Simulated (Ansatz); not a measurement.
The cluster Os₃, relaxed as a singlet with RKS PBE0-D4/def2-TZVP in Ansatz, starting from packed atoms. Force threshold 0.02 eV/Å.

In the def2 sets Os takes a core potential; there is no spin–orbit coupling. The restricted singlet is unstable towards broken spin symmetry in Hartree–Fock (as tested in another run); at PBE0-D4/def2-TZVP this wasn't settled. The relaxation made no stability test and no search for a lower SCF solution. No other spin state of charge 0 was run. Another isomer (quintet) lies 1.40 eV lower at PBE0-D4/def2-TZVP; other spin states weren't run for this one.

Start:

| atom | x (Å) | y (Å) | z (Å) |
| --- | --- | --- | --- |
| Os1 | -1.5152 | 0.6954 | 0.0933 |
| Os2 | 0.8052 | -0.4478 | -1.4616 |
| Os3 | 0.7101 | -0.2476 | 1.3683 |

Problem. Estimate the energy that the relaxation releases and the steps that it takes.

Solution. 127.2 kcal/mol, in 9 steps; 8 s on 4 threads of AMD EPYC 9R45 on a shared host. No frequencies were taken in this run, so the end may be a saddle point.

Problem. Does the start keep its bonding and symmetry?

Solution. By distances, no bond broke or formed. The bond that changes most is Os2–Os3, from 2.84 to 2.16 Å (atoms count from 1). Point group Cs at the start, C2v at the end, both within 0.05 Å.

Problem. Predict the relaxed structure.

Solution. 
```xyz
3

Os   -1.310    0.608    0.198
Os    0.771   -0.416   -1.165
Os    0.539   -0.192    0.967
```
Bond lengths (bridged metal pairs left out): 3 × Os–Os 2.16 to 2.69 Å.
